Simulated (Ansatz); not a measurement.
Consider the atomization: `O[SiH]1[NH][Al]1[Cl]` → Al• + Cl• + 3 H• + N• + O• + Si•.

Program: Ansatz. Geometries: PBE0-D4/def2-TZVP. ΔE: electronic, gas phase. CBS: MP2 limit from def2 TZ/QZ plus the TZ coupled-cluster correction, frozen cores. This one scheme is used for every species, atoms too. DFT in def2-TZVPP. No spin–orbit coupling; open shells (•) take unrestricted orbitals. Spin–orbit coupling would lower the free atoms: a little for Al, Cl, O, Si. Each species was taken in one conformer, which may not be the lowest.

`O[SiH]1[NH][Al]1[Cl]`:

Cartesian coordinates in Å:
```
O -0.950 -0.912 1.678
Si 0.258 -0.159 0.855
N 0.397 -0.426 -0.866
Al 0.136 1.336 -0.889
Cl -0.037 2.735 -2.432
H -1.839 -0.809 1.333
H 1.435 -0.487 1.697
H 0.599 -1.277 -1.375
```

```json
{"level": "LDA (SPW92)", "ΔE (eV)": "33.15"}
{"level": "B2PLYP", "ΔE (eV)": "28.31"}
{"level": "r2SCANh", "ΔE (eV)": "28.55"}
{"level": "BHLYP", "ΔE (eV)": "27.21"}
{"level": "CAM-B3LYP", "ΔE (eV)": "28.50"}
{"level": "LC-ωPBE", "ΔE (eV)": "28.53"}
{"level": "MP2/def2-TZVPP", "ΔE (eV)": "28.67"}
{"level": "CCSD/CBS(def2)", "ΔE (eV)": "28.26"}
```

Q: What does CCSD(T)/CBS give? (Estimate.)

A: Ansatz gave: +28.87 eV. The listed levels differ from it by 4.28, -0.56, -0.32, -1.66, -0.37, -0.34, -0.20, -0.61 eV.

Largest T1 diagnostic among the species: 0.018.

At CCSD(T), def2-SVP lies −2.88 eV from the extrapolated value and def2-TZVPP −1.10 eV: correlation converges slowly with the basis, and small sets miss more of it in the bonded molecule than in its fragments. In def2-TZVPP, CCSD(T) changes the Hartree–Fock value by +8.21 eV (the triples alone add +0.61 eV) and MP2 by +9.11 eV; breaking electron pairs costs correlation energy, which Hartree–Fock lacks. From PBE to PBE0 (25 % exact exchange), in def2-TZVPP and without D4, ΔE moves by −0.69 eV: exact exchange takes away binding that semilocal exchange gives to molecules.

For atomizations the MP2-based limit and the directly extrapolated one differ by several kJ/mol either way, and by 10 to 25 for some Ge, Se and Sn compounds, so smaller differences from it don't rank the levels.
